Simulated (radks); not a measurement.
The numbers below are computed, except where a source is named.
The boron ion B4+, 1s1. Code: a radial shooting solver on a logarithmic mesh with Libxc functionals. Model: non-relativistic Kohn-Sham, exchange-only B88, spin-polarised, spherical densities, point nucleus. Every spin shell is full or empty, so the densities are truly spherical. Functionals are evaluated on that one density, not self-consistently. Rank these orbital-free kinetic functionals by their error against the exact value of the orbitals, and give that value: Thomas-Fermi, von Weizsacker, TF + vW, TF + vW/5, LC94, APBEK, revAPBEK, Perdew 92, Pearson, LKT, PG1, DePristo-Kress, Ernzerhof.

Answer. Exact: 12.4869 hartree. From best to worst, with 100 (|E| - |E exact|)/|E exact| (equal figures are ties): von Weizsacker 0.00, APBEK +2.08, LC94 +2.24, Pearson -2.34, Perdew 92 +2.76, DePristo-Kress +2.90, revAPBEK +2.97, Ernzerhof +6.65, Thomas-Fermi -8.37, TF + vW/5 +11.63, PG1 +55.25, LKT +62.57, TF + vW +91.63.
